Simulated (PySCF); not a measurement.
Computed Raman spectrum (relative Raman activity) of a molecule C4H5Cl. Coordinates come from a PBE-D3(BJ)/def2-SVP optimisation. Other conformers were not sampled. Computed with PySCF with PBE-D3(BJ)/def2-SVP. Frequencies are harmonic and unscaled.

Lines under 2 % of the strongest are left out, and lines within 2 cm⁻¹ are merged.

```csv
ν (cm⁻¹),relative intensity
489,4.4
843,2.5
897,4.4
917,4.2
1044,3.8
1112,3.8
1136,3.3
1171,4.3
1386,14
1410,11
1618,11
2976,100
2991,87
3032,62
3052,48
3160,60
```

**Question.** Identify the compound among the candidates.
(A) CC=C=CCl
(B) C=CC(=C)Cl
(C) C=C=CCCl
(D) ClC1=CCC1

**Answer.** D, ClC1=CCC1
